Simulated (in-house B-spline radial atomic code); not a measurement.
Settings and results of a run for Kr⁷⁺. Computed with an all-electron radial atomic-structure program (B-spline basis): scalar-relativistic (X2C) PBE0, spin-polarised, spherical fractional occupations, Fermi nucleus of rms radius 4.1884 fm.

Command:
```bash
python run_scf.py task.json out
```
Settings (nuclear radius in fm, mass in u):
```
Z                36
configuration    [Ar] 3d10 4s1
hamiltonian      x2c
method           pbe0
spin_polarised   True
nucleus          fermi
rms_radius       4.1884
atomic_mass      83.9115
speed_of_light   137.035999084
```

Output (hartree, bohr):
```
 radial grid: 66 intervals, B-splines of order 8, outer radius 13.5065 bohr

 iter        energy (Eh)    residual
    1       -2755.358008    1.08e+00
    2       -2767.165851    8.70e-01
    3       -2775.558905    1.74e-01
    4       -2775.978717    3.37e-02
    5       -2775.986300    1.95e-02
    6       -2775.991660    1.43e-03
    7       -2775.991678    5.99e-05
    8       -2775.991678    6.23e-06
    9       -2775.991678    2.09e-07

 total energy                     -2775.99168
 kinetic                            2850.8290
 electron-nucleus                  -6584.2130
 Hartree                            1051.1695
 exact exchange                      -23.1251
 exchange-correlation                -70.6521

 orbital      occ     eigenvalue          <r>       <r^2>       <1/r>       r_max
 1s up      1.000      -526.4426    0.0410513  0.00228161     37.6772     0.02658
 1s down    1.000      -526.4333    0.0410518  0.00228166     37.6767     0.02658
 2s up      1.000       -73.5951     0.182995   0.0395515     8.33094      0.1541
 2s down    1.000       -73.5865     0.183008   0.0395567     8.33012      0.1541
 2p up      3.000       -65.5299     0.159898   0.0312999     8.00211      0.1232
 2p down    3.000       -65.5247       0.1599   0.0313004     8.00198      0.1232
 3s up      1.000       -14.2441     0.527549     0.31959     2.73998      0.4662
 3s down    1.000       -14.2240     0.527636    0.319625     2.73863      0.4665
 3p up      3.000       -11.6414      0.53717    0.336947     2.56363      0.4626
 3p down    3.000       -11.6276     0.536537    0.335974     2.56575      0.4627
 3d up      5.000        -7.3347     0.544721    0.361626     2.29845      0.4101
 3d down    5.000        -7.3210     0.543038    0.358955     2.30306      0.4099
 4s up      1.000        -4.4455      1.33261     1.99186     1.01568       1.227

 Slater integrals (Eh)
   F0(3d up,3d up)               1.677450
   F2(3d up,3d up)               0.811416
   F4(3d up,3d up)               0.512216
   F0(3d up,3d down)             1.679753
   F2(3d up,3d down)             0.812943
   F4(3d up,3d down)             0.513270
   F0(3d up,4s up)               0.846631
   G2(3d up,4s up)               0.080902
   F0(3d down,3d down)           1.682064
   F2(3d down,3d down)           0.814477
   F4(3d down,3d down)           0.514330
   F0(3d down,4s up)             0.846972
   F0(4s up,4s up)               0.673764
```

Run time, properties included: 0.26 s on 1 thread of Intel(R) Xeon(R) 6975P-C, with other jobs on the host.

One-electron X2C: radii and densities carry no picture-change correction, so inner-shell <1/r> comes out high (for 1s by about 2 % at Z = 33, 5 % at 54, 10 % at 75, 30 % at 118) and <r> low.
